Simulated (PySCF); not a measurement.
A structure optimised at PBE0-D3(BJ)/def2-SVP, used in a PySCF frequency run:

```
Si
O 1 1.7209
C 2 1.3543 1 116.61
N 3 1.2674 2 126.89 1 4.89
H 3 1.1019 4 122.37 2 -179.58
Si 4 1.7644 3 116.10 5 -179.30
H 1 1.4831 2 106.54 3 -133.56
H 6 1.4882 4 112.10 3 -121.13
H 6 1.4903 8 110.47 4 124.66
Cl 1 2.0639 7 108.02 2 115.70
```
Charge 0, spin multiplicity 1.

Problem. Write its SMILES and formula.

Solution. Cl[Si@H]1OC=N[SiH2]1, CH4ClNOSi2

Problem. What are its rotational constants (standard atomic weights)?

Solution. 3.3573, 1.3829, 1.1435 GHz
